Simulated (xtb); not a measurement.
Input file for xtb: GFN2-xTB on CH2O2 (SMILES O=CO).

```
$ xtb mol.xyz --gfn 2 --sp --chrg 0 --uhf 0
5

O     -0.13700700    -1.17556318     2.71083942
C      0.07182586    -0.16921500     3.32596971
O      0.26794390     1.04274133     2.78356638
H      0.13181194    -0.09965087     4.41960358
H      0.20915333     0.94882520     1.81736999
```

Output:

```
[...]
           -------------------------------------------------
          |                Calculation Setup                |
           -------------------------------------------------



           -------------------------------------------------
          |                 G F N 2 - x T B                 |
           -------------------------------------------------

        Reference                      10.1021/acs.jctc.8b01176
      * Hamiltonian:
        H0-scaling (s, p, d)           1.850000    2.230000    2.230000
        zeta-weighting                 0.500000
      * Dispersion:
        s8                             2.700000
        a1                             0.520000
        a2                             5.000000
        s9                             5.000000
      * Repulsion:
        kExp                           1.500000    1.000000
        rExp                           1.000000
      * Coulomb:
        alpha                          2.000000
        third order                    shell-resolved
        anisotropic                    true
        a3                             3.000000
        a5                             4.000000
        cn-shift                       1.200000
        cn-exp                         4.000000
        max-rad                        5.000000


          ...................................................
          :                      SETUP                      :
          :.................................................:
          :  # basis functions                  14          :
          :  # atomic orbitals                  14          :
          :  # shells                            8          :
          :  # electrons                        18          :
          :  max. iterations                   250          :
          :  Hamiltonian                  GFN2-xTB          :
          :  restarted?                      false          :
          :  GBSA solvation                  false          :
          :  PC potential                    false          :
          :  electronic temp.          300.0000000     K    :
          :  accuracy                    1.0000000          :
          :  -> integral cutoff          0.2500000E+02      :
          :  -> integral neglect         0.1000000E-07      :
          :  -> SCF convergence          0.1000000E-05 Eh   :
          :  -> wf. convergence          0.1000000E-03 e    :
          :  Broyden damping             0.4000000          :
          :  net charge                          0          :
          :  unpaired electrons                  0          :
          ...................................................

 iter      E             dE          RMSdq      gap      omega  full diag
   1    -11.3380898 -0.113381E+02  0.631E+00    5.90       0.0  T
   2    -11.3629893 -0.248994E-01  0.313E+00    4.87       1.0  T
   3    -11.3639278 -0.938534E-03  0.180E+00    5.25       1.0  T
   4    -11.3657752 -0.184745E-02  0.167E-01    5.01       1.0  T
   5    -11.3657806 -0.537097E-05  0.120E-01    5.07       1.0  T
   6    -11.3658307 -0.500642E-04  0.145E-02    5.04       3.1  T
   7    -11.3658307 -0.684799E-07  0.512E-03    5.04       8.7  T
   8    -11.3658307 -0.347206E-08  0.186E-03    5.04      24.0  T
   9    -11.3658308 -0.658262E-08  0.525E-04    5.04      85.2  T
  10    -11.3658308  0.136028E-09  0.474E-04    5.04      94.4  T

   *** convergence criteria satisfied after 10 iterations ***

         #    Occupation            Energy/Eh            Energy/eV
      -------------------------------------------------------------
         1        2.0000           -0.7625185             -20.7492
       ...           ...                  ...                  ...
         3        2.0000           -0.6714293             -18.2705
         4        2.0000           -0.6091435             -16.5756
         5        2.0000           -0.5962220             -16.2240
         6        2.0000           -0.5927950             -16.1308
         7        2.0000           -0.5233376             -14.2407
         8        2.0000           -0.4974661             -13.5367
         9        2.0000           -0.4458652             -12.1326 (HOMO)
        10                         -0.2605357              -7.0895 (LUMO)
        11                          0.0655512               1.7837
        12                          0.1513269               4.1178
        13                          0.2087644               5.6808
        14                          0.6097657              16.5926
      -------------------------------------------------------------
                  HL-Gap            0.1853295 Eh            5.0431 eV
             Fermi-level           -0.3532005 Eh           -9.6111 eV

 SCC (total)                   0 d,  0 h,  0 min,  0.001 sec
 SCC setup                      ...        0 min,  0.000 sec (  3.918%)
 Dispersion                     ...        0 min,  0.000 sec (  1.208%)
 classical contributions        ...        0 min,  0.000 sec (  0.719%)
 integral evaluation            ...        0 min,  0.000 sec ( 11.744%)
 iterations                     ...        0 min,  0.001 sec ( 58.526%)
 molecular gradient             ...        0 min,  0.000 sec ( 20.117%)
 printout                       ...        0 min,  0.000 sec (  3.432%)

         :::::::::::::::::::::::::::::::::::::::::::::::::::::
         ::                     SUMMARY                     ::
         :::::::::::::::::::::::::::::::::::::::::::::::::::::
         :: total energy             -11.282504736638 Eh    ::
         :: gradient norm              0.023355607640 Eh/a0 ::
         :: HOMO-LUMO gap              5.043071607652 eV    ::
         ::.................................................::
         :: SCC energy               -11.365830730063 Eh    ::
         :: -> isotropic ES            0.041970642166 Eh    ::
         :: -> anisotropic ES          0.002273262625 Eh    ::
         :: -> anisotropic XC         -0.000984300784 Eh    ::
         :: -> dispersion             -0.001197417365 Eh    ::
         :: repulsion energy           0.083325993425 Eh    ::
         :: add. restraining           0.000000000000 Eh    ::
         :: total charge              -0.000000000000 e     ::
         :::::::::::::::::::::::::::::::::::::::::::::::::::::

           -------------------------------------------------
          |                Property Printout                |
           -------------------------------------------------

    * Orbital Energies and Occupations

         #    Occupation            Energy/Eh            Energy/eV
      -------------------------------------------------------------
         1        2.0000           -0.7625185             -20.7492
         2        2.0000           -0.7378310             -20.0774
         3        2.0000           -0.6714293             -18.2705
         4        2.0000           -0.6091435             -16.5756
         5        2.0000           -0.5962220             -16.2240
         6        2.0000           -0.5927950             -16.1308
         7        2.0000           -0.5233376             -14.2407
         8        2.0000           -0.4974661             -13.5367
         9        2.0000           -0.4458652             -12.1326 (HOMO)
        10                         -0.2605357              -7.0895 (LUMO)
        11                          0.0655512               1.7837
        12                          0.1513269               4.1178
        13                          0.2087644               5.6808
        14                          0.6097657              16.5926
      -------------------------------------------------------------
                  HL-Gap            0.1853295 Eh            5.0431 eV
Note: The following floating-point exceptions are signalling: IEEE_DENORMAL
normal termination of xtb
             Fermi-level           -0.3532005 Eh           -9.6111 eV

     #   Z          covCN         q      C6AA      α(0)
     1   8 O        0.856    -0.362    20.936     6.135
     2   6 C        2.633     0.334    21.325     7.554
     3   8 O        1.658    -0.356    20.017     6.040
     4   1 H        0.924     0.046     2.369     2.407
     5   1 H        0.804     0.337     0.619     1.235

 Mol. C6AA /au·bohr⁶  :        253.741553
 Mol. C8AA /au·bohr⁸  :       5370.711793
 Mol. α(0) /au        :         23.370252


Wiberg/Mayer (AO) data.
largest (>0.10) Wiberg bond orders for each atom

 ---------------------------------------------------------------------------
     #   Z sym  total        # sym  WBO       # sym  WBO       # sym  WBO
 ---------------------------------------------------------------------------
     1   8 O    2.079 --     2 C    1.829     3 O    0.195
     2   6 C    3.916 --     1 O    1.829     3 O    1.164     4 H    0.923
     3   8 O    2.228 --     2 C    1.164     5 H    0.862     1 O    0.195
     4   1 H    0.998 --     2 C    0.923
     5   1 H    0.886 --     3 O    0.862
 ---------------------------------------------------------------------------

Topologies differ in total number of bonds
Writing topology from bond orders to xtbtopo.mol

molecular dipole:
                 x           y           z       tot (Debye)
 q only:        0.104       0.592      -0.081
   full:        0.117       0.669      -0.106       1.746
molecular quadrupole (traceless):
                xx          xy          yy          xz          yz          zz
 q only:        0.440      -0.512      -2.551       0.556       2.642       2.111
  q+dip:        0.877      -0.936      -4.387       0.639       2.868       3.509
   full:        1.512      -1.084      -4.493       0.551       2.671       2.981


           -------------------------------------------------
          | TOTAL ENERGY              -11.282504736638 Eh   |
          | GRADIENT NORM               0.023355607640 Eh/α |
          | HOMO-LUMO GAP               5.043071607652 eV   |
           -------------------------------------------------

------------------------------------------------------------------------
------------------------------------------------------------------------
 total:
 SCF:
```

The run finished.

Cost: around 0.020 core-seconds (rough).
